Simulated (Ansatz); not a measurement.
Cost and result for the atomization energy of C₉H₁₂S (`CCSCc1ccccc1`) (22 atoms, 22 bonds).

```xyz
22

C    -2.2334    0.7349    0.3836
C    -1.9029   -0.0509    1.6387
S    -0.4282    0.5097    2.5268
C     0.8688   -0.4941    1.7542
C     1.0266   -0.2908    0.2801
C     0.6946   -1.3051   -0.6094
C     0.7991   -1.1110   -1.9801
C     1.2459    0.1026   -2.4758
C     1.5903    1.1195   -1.5935
C     1.4789    0.9242   -0.2286
H    -2.3565    1.7946    0.6150
H    -1.4475    0.6433   -0.3659
H    -3.1678    0.3708   -0.0547
H    -1.7810   -1.1162    1.4245
H    -2.7148    0.0302    2.3658
H     1.7770   -0.2031    2.2885
H     0.6815   -1.5471    1.9772
H     0.3447   -2.2577   -0.2243
H     0.5301   -1.9112   -2.6602
H     1.3282    0.2583   -3.5452
H     1.9440    2.0708   -1.9746
H     1.7225    1.7282    0.4578
```

Charge 0, multiplicity 1. Geometry: relaxed with PBE0-D4/def2-TZVP. It is one conformer, not always the lowest. Program: Ansatz. All runs use 5 threads of an AMD EPYC 7R13 on a shared host and a share of an NVIDIA H100 80 GB. Times are those of one run each, without the atoms' runs, and a repeat can differ threefold. Electronic energies, without spin–orbit coupling; frozen cores. CCSD(T)/CBS adds CCSD(T) − MP2 in def2-TZVPP to the MP2 limit, and its time is that of the two runs behind it. T1 = 0.010; the RHF reference is unstable towards UHF. B3LYP takes the VWN-RPA correlation (the form of Gaussian; ORCA's B3LYP/G). HSE06 is the plane-wave form, built on full-range PBE exchange.

CCSD(T)/CBS is a level of theory with its own doubt, some kJ/mol a heavy atom from the limit and from the frozen cores, so smaller differences don't rank the functionals.

```json
{"level": "BLYP-D4/def2-TZVPP", "functions": "489", "wall time": "5.5 s", "atomization (kcal/mol)": "2310.9", "difference from CCSD(T)/CBS": "4.2", "per bond": "0.2"}
{"level": "PBE-D4/def2-TZVPP (with forces)", "functions": "489", "wall time": "6 s", "atomization (kcal/mol)": "2383.6", "difference from CCSD(T)/CBS": "76.9", "per bond": "3.5"}
{"level": "r2SCAN-D4/def2-TZVPP (with forces)", "functions": "489", "wall time": "6 s", "atomization (kcal/mol)": "2326.4", "difference from CCSD(T)/CBS": "19.7", "per bond": "0.9"}
{"level": "LDA (SPW92)/def2-TZVPP", "functions": "489", "wall time": "7.5 s", "atomization (kcal/mol)": "2656.9", "difference from CCSD(T)/CBS": "350.2", "per bond": "15.9"}
{"level": "B3LYP-D4/def2-TZVPP (with forces)", "functions": "489", "wall time": "8.5 s", "atomization (kcal/mol)": "2315.4", "difference from CCSD(T)/CBS": "8.7", "per bond": "0.4"}
{"level": "HSE06-D4/def2-TZVPP", "functions": "489", "wall time": "9 s", "atomization (kcal/mol)": "2347.5", "difference from CCSD(T)/CBS": "40.8", "per bond": "1.9"}
{"level": "CCSD(T)/def2-SVP", "functions": "204", "wall time": "14 s", "atomization (kcal/mol)": "2220.6", "difference from CCSD(T)/CBS": "-86.1", "per bond": "-3.9"}
{"level": "ωB97M-V/def2-TZVPP (with forces)", "functions": "489", "wall time": "16 s", "atomization (kcal/mol)": "2319.4", "difference from CCSD(T)/CBS": "12.7", "per bond": "0.6"}
{"level": "ωB97X-V/def2-TZVPP", "functions": "489", "wall time": "17 s", "atomization (kcal/mol)": "2313.9", "difference from CCSD(T)/CBS": "7.2", "per bond": "0.3"}
{"level": "PBE-QIDH/def2-TZVPP", "functions": "489", "wall time": "17 s", "atomization (kcal/mol)": "2320.8", "difference from CCSD(T)/CBS": "14.1", "per bond": "0.6"}
{"level": "MP2/def2-QZVPP", "functions": "943", "wall time": "22 s", "atomization (kcal/mol)": "2336.6", "difference from CCSD(T)/CBS": "29.9", "per bond": "1.4"}
{"level": "CCSD(T)/def2-TZVPP", "functions": "489", "wall time": "51 s", "atomization (kcal/mol)": "2253.8", "difference from CCSD(T)/CBS": "-52.9", "per bond": "-2.4"}
{"level": "CCSD(T)/CBS(def2)", "functions": "–", "wall time": "73 s", "atomization (kcal/mol)": "2306.7", "difference from CCSD(T)/CBS": "0.0", "per bond": "0.0"}
```

The D4 term adds +25.4 kcal/mol with B3LYP and +13.8 kcal/mol with PBE0; it sums over pairs of atoms, weighted by their polarisabilities, and B3LYP, whose exchange is more repulsive, gets the larger term. At CCSD(T), def2-SVP lies −86.2 kcal/mol from the extrapolated value and def2-TZVPP −53.0 kcal/mol: correlation converges slowly with the basis, and small sets miss more of it in the bonded molecule than in its fragments. From PBE to PBE0 (25 % exact exchange), in def2-TZVPP and without D4, the atomization energy moves by −35.5 kcal/mol: exact exchange takes away binding that semilocal exchange gives to molecules.
